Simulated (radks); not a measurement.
All-electron atom: N III in [He] 2s2 2p1 (the NIST ground configuration). All-electron calculation, scalar-relativistic Kohn-Sham, PBE, spin-polarised, spherical densities, point nucleus; open shells are filled with parallel spins first. Program: a radial shooting solver on a logarithmic mesh with Libxc functionals.

Normalised radial functions P(r) = r R(r), r in bohr:

r	1s down	2s down
0.00719	0.2416	0.0622
0.008781	0.2917	0.0751
0.01081	0.3540	0.0911
0.01321	0.4251	0.1093
0.01613	0.5085	0.1307
0.01986	0.6098	0.1566
0.02426	0.7220	0.1853
0.02963	0.8492	0.2176
0.03618	0.9906	0.2532
0.04455	1.1502	0.2930
0.05441	1.3116	0.3323
0.06646	1.4734	0.3701
0.08183	1.6314	0.4040
0.09995	1.7593	0.4262
0.1221	1.8476	0.4316
0.1503	1.8790	0.4111
0.1836	1.8354	0.3579
0.2242	1.7106	0.2643
0.2739	1.5066	0.1262
0.3372	1.2280	-0.0632
0.4118	0.9275	-0.2791
0.503	0.6338	-0.5074
0.6193	0.3755	-0.7273
0.7564	0.1963	-0.8867
0.9239	0.0861	-0.9594
1.138	0.0292	-0.9223
1.389	0.0079	-0.7868
1.697	0.0016	-0.5903
2.073	0.0002	-0.3837
2.552	0.0000	-0.2051
3.117	0.0000	-0.0911
3.807	0.0000	-0.0316

1s down: eigenvalue -423.28 eV, 0 radial nodes, <r> = 0.229 bohr, 90 % of the charge inside 0.411 bohr. 2s down: eigenvalue -47.821 eV, 1 radial node at r = 0.316 bohr, <r> = 1.18 bohr, 90 % of the charge inside 1.84 bohr.
